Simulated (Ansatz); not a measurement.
`BN1B[SiH2]1` + `C[O][AlH][NH2]` → `B[O][AlH][NH2]` + `CN1B[SiH2]1`  (redistribution)

Isolated molecules relaxed with PBE0-D4/def2-TZVP in Ansatz; ΔE leaves out vibrations. CCSD(T)/CBS is the MP2 limit (def2-TZVPP, def2-QZVPP) plus CCSD(T) − MP2 in def2-TZVPP, frozen cores. This one scheme is used for every species. DFT in def2-TZVPP. One conformer a species, not always the lowest.

| level | ΔE (kcal/mol) |
| --- | --- |
| r2SCAN-D4 | -23.3 |
| PBE0-D4 | -23.0 |
| r2SCAN0-D4 | -23.2 |
| CAM-B3LYP-D4 | -23.0 |
| LC-ωPBE | -23.2 |
| HF/def2-SVP | -21.8 |
| SCS-MP2/def2-TZVPP | -23.1 |
| HF/def2-QZVPP | -20.6 |

What does CCSD(T)/CBS give? (An estimate is asked.)

Ansatz gave: -23.1 kcal/mol. The listed levels differ from it by -0.2, 0.1, -0.1, 0.1, -0.1, 1.3, 0.0, 2.5 kcal/mol.

Largest T1 diagnostic among the species: 0.014.

At CCSD(T), def2-SVP lies −2.5 kcal/mol from the extrapolated value and def2-TZVPP +0.1 kcal/mol. In def2-TZVPP, CCSD(T) changes the Hartree–Fock value by −2.4 kcal/mol (the triples alone add −0.3 kcal/mol) and MP2 by −3.2 kcal/mol. Leaving LDA and LC-ωPBE aside and taking each functional with its dispersion term where it has one, the values, not all of them listed here, spread over 1.2 kcal/mol, from PBE-D4 to ωB97X-V. LDA lies −1.6 kcal/mol from PBE without D4.
